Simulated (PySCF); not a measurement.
**UHF on N⁺ (nitrogen, charge +1)**

Configuration: [He] 2s2 2p2, high-spin 3P determinant. Calculation: PySCF 2.14, in x2c-TZVPall (5s3p2d1f, 31 functions); the spin-free X2C one-electron Hamiltonian (Gaussian nucleus).

```
Total energy                                                  : -53.921524 hartree
One-electron energy                                           : -70.0981 hartree
Hartree (Coulomb) energy                                      : 22.3957 hartree
Exchange energy                                               : -6.2191 hartree
⟨S²⟩                                                          : 2.0068
⟨L²⟩                                                          : 2.011
Sum of ⟨r⟩                                                    : 5.447 bohr
Sum of ⟨r²⟩                                                   : 7.755 bohr²
Traceless quadrupole moment −½Σ⟨3z² − r²⟩ along its main axis : 0.770 e·bohr²
Langevin diamagnetic susceptibility                           : -6.14 ×10⁻⁶ cm³/mol
Time after the integrals                                      : 0.12 s of wall time on 1 thread of Neoverse-N1 (shared host)
```

| shell | electrons | mean orbital energy (eV) | rms radius, mean of both spins (bohr) |
| --- | --- | --- | --- |
| 1s α | 1 | -444.32 | 0.265 |
| 1s β | 1 | -442.28 | 0.265 |
| 2s α | 1 | -44.184 | 1.37 |
| 2s β | 1 | -35.565 | 1.37 |
| 2p α | 2 | -30.373 | 1.39 |
